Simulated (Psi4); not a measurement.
Torsional profile of SMILES CC(=O)C(C)=O, singlet. Scanned: dihedral O3–C2–C4–O6; all other coordinates were relaxed at B3LYP-D3(BJ)/def2-SVP. Points at φ and −φ are mirror images.

Geometry of the scan point at 150° (Å):
```
12

C      1.8442    -0.6176    -0.1007
C      0.6695     0.3084    -0.2607
O      0.7483     1.4696    -0.5939
C     -0.7298    -0.3276    -0.0643
C     -1.8411     0.6200     0.2967
O     -0.8749    -1.5111    -0.2738
H      1.9027    -0.9663     0.9444
H      1.6911    -1.5161    -0.7172
H      2.7719    -0.1006    -0.3759
H     -2.8029     0.0921     0.2924
H     -1.6520     1.0510     1.2946
H     -1.8473     1.4651    -0.4079
```

Level of theory: Psi4 1.11 with DF-MP2 (frozen core)/cc-pVTZ // B3LYP-D3(BJ)/def2-SVP.

Scanned values (°): -150, -120, -90, -60, -30, 0, 30, 60, 90, 120, 150, 180.

### Question
Describe the profile: where are the wells and the tops?

### Answer
Lower than their neighbours: 180° (0.000 eV). Higher than their neighbours: 0° (0.284 eV). The whole profile spans 0.284 eV.
